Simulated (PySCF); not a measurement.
F2Si, SMILES F[Si]F (connectivity only; charge and spin as stated), charge +1, multiplicity 2. Atoms are numbered in the order given.

```xyz
3

F      0.0000    -1.3291     0.3369
Si     0.0000     0.0000    -0.4332
F      0.0000     1.3291     0.3369
```
Charge +1, spin multiplicity 2.

Geometry optimised at r2SCAN-D4/def2-TZVP. The isomer is the one that the SMILES or the coordinates give; other isomers of the formula were not compared.

All values below come from PBE/pcH-1 run with PySCF.

Unrestricted Kohn–Sham, ⟨S²⟩ = 0.752. Hyperfine tensors hold the contact and dipolar terms, without spin-orbit corrections.

Computed hyperfine couplings:
```tsv
nucleus	A(iso) (MHz)	A(iso) (G)	dipolar principal values (MHz)
19F no. 1	244.2	87.2	-259.3, -216.1, 475.4
29Si no. 2	-1836.7	-655.4	-98.5, 44.5, 54.0
19F no. 3	244.3	87.2	-259.3, -216.1, 475.4
```

**Question.** And the g tensor (effective nuclear charges for spin-orbit coupling, GIAO)? (An estimate is asked for; the answer gives what the named calculation found.)

**Answer.** principal values 1.9954, 2.0009, 2.0016; isotropic 1.9993.
